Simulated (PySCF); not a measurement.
Electronic structure of Nb³⁺ (niobium, charge +3) at the UHF level

Configuration: [Kr] 4d2, high-spin 3F determinant. All numbers are calculated (PySCF 2.14, a scalar-relativistic core potential, in aug-cc-pVTZ-PP with ECP28MDF (6s6p5d3f2g, 88 functions)).

* Total energy: -54.559236 hartree
* One-electron energy: -82.5826 hartree
* Hartree (Coulomb) energy: 33.5979 hartree
* Exchange energy: -5.5746 hartree
* ⟨S²⟩: 2.0048
* ⟨L²⟩: 12.066
* Sum of ⟨r⟩: 13.58 bohr
* Sum of ⟨r²⟩: 21.10 bohr²

```csv
shell,electrons,mean orbital energy (hartree),"rms radius, mean of both spins (bohr)"
4s α,1,-3.84705,1.24
4s β,1,-3.73921,1.24
4p α,3,-2.77069,1.37
4p β,3,-2.62690,1.37
4d α,2,-1.37844,1.84
```

Energies and moments cover only the electrons outside the core potential.
